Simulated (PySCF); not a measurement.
Compound: C2H13NSi3.
Cartesian coordinates in Å at the PBE0-D3(BJ)/def2-SVP level; atoms count from 1:
```
atom  x, y, z in Å
N1     2.3329    0.5682    0.3240
C2     1.8304   -0.7748    0.5900
Si3    0.4296   -1.3673   -0.5444
C4    -1.0597   -0.2008   -0.4913
Si5   -1.9342   -0.2195    1.1776
Si6   -0.7192    1.5621   -1.0662
H7     2.5237    0.7160   -0.6645
H8     1.6713    1.2829    0.6147
H9     1.5020   -0.8297    1.6420
H10    2.6615   -1.5004    0.5235
H11   -0.0156   -2.7504   -0.1709
H12    0.9428   -1.4010   -1.9535
H13   -1.7781   -0.6138   -1.2258
H14   -2.3922   -1.6008    1.5209
H15   -0.9974    0.2479    2.2465
H16   -3.1196    0.6936    1.1690
H17    0.3018    1.6062   -2.1588
H18   -0.2302    2.4124    0.0650
H19   -1.9822    2.1779   -1.5782
```

Theory: TDDFT PBE0/def2-SVPD, vertical, gas phase, core orbitals frozen in the response in PySCF.

```
state  E (eV)  λ (nm)       f  main configurations (H = HOMO, L = LUMO)
   S1    5.47   226.7   0.012                    H→L (82%), H→L+1 (13%)
   S2    5.86   211.7  0.0010                    H→L+1 (82%), H→L (15%)
   S3    6.07   204.3   0.025                  H→L+2 (84%), H→L+3 (10%)
   S4    6.30   196.7  0.0037                  H→L+3 (86%), H→L+2 (10%)
   S5    6.47   191.8  0.0098                  H→L+4 (80%), H→L+5 (14%)
   S6    6.64   186.7  0.0028     H→L+5 (67%), H→L+4 (14%), H→L+7 (10%)
   S7    6.79   182.6   0.013                               H→L+6 (88%)
   S8    6.95   178.4   0.018     H→L+7 (60%), H→L+8 (26%), H→L+5 (10%)
   S9    7.06   175.7  0.0034                  H→L+8 (64%), H→L+7 (21%)
  S10    7.32   169.3   0.027                 H→L+9 (65%), H→L+10 (20%)
```

Triplets (Tamm–Dancoff): T1 5.22 eV, H→L (69%), H→L+1 (17%); T2 5.73 eV, H→L+1 (75%), H→L (20%); T3 5.86 eV, H→L+2 (72%), H→L+3 (16%); T4 6.24 eV, H→L+3 (76%), H→L+2 (15%).

The lowest singlet lies at 5.47 eV (227 nm, ultraviolet) and is weak; its leading configuration is HOMO→LUMO (82%). The strongest level in the table is S10 at 7.32 eV (169 nm, f = 0.027). It is the last of those listed, so stronger ones may follow. Löwdin shares by element: HOMO nitrogen 53%, carbon 17% or more, silicon 10% or more, hydrogen 5% or more (atoms not listed hold the other 16%); LUMO silicon 43%, carbon 7% or more (atoms not listed hold the other 50%). Orbital energies (eV): HOMO-3 -9.28, HOMO-2 -8.75, HOMO-1 -8.69, HOMO -6.59, LUMO -0.03, LUMO+1 0.29, LUMO+2 0.50. The listed states span 1.85 eV, and the widest gap between neighbours is 0.39 eV (S1 to S2). Weighted by f, the mean energy of these states is 6.59 eV. The vertical ionisation energy (ΔSCF) is 8.60 eV, 1.28 eV above S10. Only the lowest 10 singlets were computed, as vertical energies without vibronic structure.

The run took 97 s of wall time (with the writing of density and orbital grids) on an Arm Neoverse V1 with one thread, shared host, and the process peaked at 1.1 GiB of memory.

One conformer stands for the species.
